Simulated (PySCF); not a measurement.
**HfF⁺: one state, many levels of theory**

State: ³Δ (triplet), unpaired electrons σ ↑, δ ↑. Set-up: PySCF, scalar-relativistic core potentials, basis sets Hf def2-TZVPPD with ECP60, F def2-TZVPPD. De refers to Hf⁺ (5d1 6s2) + F in their high-spin ground configurations, without counterpoise correction. The functionals are run spin-unrestricted. A positive dipole points towards F; it is taken about the centre of mass and depends on that origin.

| Level | Re (Å) | ωe (cm⁻¹) | De (eV) | μ (D) |
| --- | --- | --- | --- | --- |
| UHF | 1.831 | 747 | n/a | -4.53 |
| UHF-MP2 | 1.822 | 752 | n/a | n/a |
| UHF-SCS-MP2 | 1.827 | 745 | n/a | n/a |
| UHF-CCSD | 1.825 | 751 | 5.98 | n/a |
| UHF-CCSD(T) | 1.827 | 746 | 6.11 | n/a |
| LDA | 1.804 | 766 | n/a | -3.27 |
| PBE | 1.825 | 733 | n/a | -3.44 |
| BP86 | 1.826 | 734 | n/a | -3.43 |
| r²SCAN | 1.820 | 749 | n/a | -3.71 |
| TPSSh | 1.824 | 745 | n/a | -3.76 |
| B3LYP | 1.827 | 739 | n/a | -3.77 |
| PBE0 | 1.814 | 754 | n/a | -3.78 |
| BHandHLYP | 1.820 | 755 | n/a | -4.12 |
| CAM-B3LYP | 1.822 | 749 | n/a | -3.89 |

The bond length runs from 1.804 Å (LDA) to 1.831 Å (UHF).

Correlated steps freeze 1 core orbital. De is left out where the level can put another filling of the metal’s s and d shells below the measured ground configuration, by anything from nothing to about 1 eV. These are scalar-relativistic numbers at best; spin–orbit coupling would shift them, the dissociation energy most. For an ion De counts to the pair picked by the measured ionisation energies or electron affinities, which need not be the lowest pair at this level. With d or f electrons several states lie close, and the lowest PBE0 determinant need not be the measured ground state.

The whole job (state search and all levels along the bond) took about 17 min on 2 threads of Arm Neoverse V1 (shared host), peak memory 4.8 GiB.
